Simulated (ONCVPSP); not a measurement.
Zr: one change to an ONCV potential, before and after

Zr, optimised norm-conserving Vanderbilt (ONCV), made with ONCVPSP 4.0.1 (PW91, fully relativistic). Core [Ar] 3d10, reference 4s2 4p6 4d2 5s1.5 5p0.5. Waves: 4s+5s: rc 1.70 bohr, ncon 4, nbas 9, qcut 6.1 1/bohr, 2 projectors; 4p+5p: rc 2.30 bohr, ncon 4, nbas 7, qcut 7.5 1/bohr, 2 projectors; 4d: rc 2.80 bohr, ncon 3, nbas 8, qcut 5.7 1/bohr, 2 projectors, debl 3.7 Ha. Local part: polynomial inside 1.10 bohr (lpopt 2, dvloc0 3 Ha). Core correction: none.

Open shells are filled in proportion to 2j + 1.

All-electron outer shells of the reference configuration (PW91, scalar-relativistic, ld1.x):

| shell | level (eV) | outermost node (bohr) | outermost maximum (bohr) |
| --- | --- | --- | --- |
| 3p | -318.39 | 0.18 | 0.40 |
| 3d | -175.47 | – | 0.35 |
| 4s | -55.19 | 0.55 | 1.08 |
| 4p | -33.14 | 0.56 | 1.17 |
| 5s | -4.86 | 1.47 | 3.11 |
| 4d | -4.19 | 0.58 | 1.59 |
| 5p | -1.80 | 1.70 | 4.10 |

Change: p: rc 1.56.

Cutoffs: the cutoffs (Ha) at which the residual kinetic energy of the hardest occupied pseudo-wave falls to 1 and 0.1 mHa per electron; they do not see the model core or the augmentation charge, which bear on the density cutoff. Errors are all-electron minus pseudo energies relative to the spin-unpolarised reference configuration.

Q: Predict the effect on cutoff, ghosts and configuration errors.

A: The potential gets harder (15 Ha and 18 Ha → 21 Ha and 26 Ha); the errors of the 4 common tests hardly move; neither file shows a bound ghost. A smaller radius makes the pseudo-wave follow the all-electron one further in, where it bends more sharply, so more plane waves are needed.

| quantity | base | changed |
| --- | --- | --- |
| cutoff, loose | 15 Ha | 21 Ha |
| cutoff, tight | 18 Ha | 26 Ha |
| loose cutoff by channel | s 15 Ha, p 11 Ha, d 10 Ha | s 15 Ha, p 21 Ha, d 10 Ha |
| bound ghosts | none | none |
| GHOST(+) flags under 300 eV | none | none |
| error for 4s2 4p6 4d2 5s2 5p0, meV [ΔE -1.51 eV] | -0.1 | 0.0 |
| error for 4s2 4p6 4d2 5s1 5p0, meV [ΔE 5.68 eV] | +0.1 | +0.1 |
| error for 4s2 4p6 4d2 5s0 5p0, meV [ΔE 18.66 eV] | -2.5 | -2.3 |
| error for 4s1 4p6 4d2 5s2 5p0, meV [ΔE 59.07 eV] | -110 | -124 |
| s: phases at 1.72 bohr within 0.05 rad from the reference energy up to (Ha; the scan ends near 5) | to the end of the scan | to the end of the scan |
| d5/2: phases at 2.84 bohr within 0.05 rad from the reference energy up to (Ha; the scan ends near 5) | 0.7 | 0.7 |
| d3/2: phases at 2.84 bohr within 0.05 rad from the reference energy up to (Ha; the scan ends near 5) | 0.7 | 0.7 |
